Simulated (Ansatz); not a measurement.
A made-up structure of GaBH₃F, closed shell:

```json
{"atom": "B1", "x (Å)": "0.6288", "y (Å)": "-0.2443", "z (Å)": "0.6701"}
{"atom": "Ga2", "x (Å)": "-0.7624", "y (Å)": "0.4599", "z (Å)": "-0.7057"}
{"atom": "F3", "x (Å)": "1.0798", "y (Å)": "-1.5814", "z (Å)": "0.3830"}
{"atom": "H4", "x (Å)": "-2.2640", "y (Å)": "0.2445", "z (Å)": "-0.5062"}
{"atom": "H5", "x (Å)": "-0.3308", "y (Å)": "1.2177", "z (Å)": "-1.9628"}
{"atom": "H6", "x (Å)": "1.1304", "y (Å)": "0.1769", "z (Å)": "1.6153"}
```

It is relaxed with PBE-D4/def2-SVP and then PBE0-D4/def2-TZVP (Ansatz 0.2.0). Atoms count as bonded within 1.22 times the sum of their covalent radii (H–H: 0.88 Å). The end point is not checked to be a true minimum.

Task: Does its bonding change? (Judge from chemistry; the calculation decides.)

Result: By the calculation: No: no bond forms or breaks.

Where it ends: The first stage lowers the energy by 0.30 eV in 8 steps. It ends as GaBH₃F ([F][BH][GaH2]):
```
6
angstrom
B 0.6559 -0.3629 0.6279
Ga -0.7600 0.4383 -0.7167
F 1.1390 -1.5851 0.4545
H -2.3097 0.2807 -0.4846
H -0.3287 1.2769 -1.9780
H 1.0852 0.2254 1.5905
```

Labels in which every atom is bracketed show which atoms are joined, not bond orders.

For scale, one of the runs: PBE0-D4/def2-TZVP relaxation, 128 basis functions, launched by `ansatz run in.yaml --threads 2 --pin off --events-out ev --progress --plain --max-ram 4352MiB`. Hardware: 2 CPU threads of an Arm Neoverse V1, shared host. Wall time about 13 s.
